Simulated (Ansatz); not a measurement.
C3H7BFN can be A, `BC(=C)NCF`, or B, `NCB/C=C/F`.

Calculated with Ansatz (gas phase, PBE0-D4/def2-TZVP geometries, no zero-point term in ΔE). CCSD(T)/CBS is the MP2 limit (def2-TZVPP, def2-QZVPP) plus CCSD(T) − MP2 in def2-TZVPP, frozen cores. Functionals use def2-TZVPP. B3LYP here is the variant with VWN-RPA as its local correlation; programs differ in this. Each species was taken in one conformer, which may not be the lowest.

Q: Which isomer does CCSD(T)/CBS put lower? Give the gap. (Estimate.)

A: Ansatz gave: B, by 4.0 kcal/mol.

Q: Give E(B) − E(A) in kcal/mol with r2SCAN-D4, PBE-D4, CCSD/def2-TZVPP, HF/def2-TZVPP, ωB97M-V, PBE0-D4, B3LYP-D4. (Best estimate.)

A: Computed: r2SCAN-D4 -4.5, PBE-D4 -4.4, CCSD/def2-TZVPP -4.6, HF/def2-TZVPP -4.5, ωB97M-V -5.0, PBE0-D4 -4.6, B3LYP-D4 -3.1. None reverses the order clearly.

Largest T1 diagnostic: 0.012.

The D4 term adds +1.2 kcal/mol with B3LYP and +0.6 kcal/mol with PBE0; it sums over pairs of atoms, weighted by their polarisabilities, and B3LYP, whose exchange is more repulsive, gets the larger term.
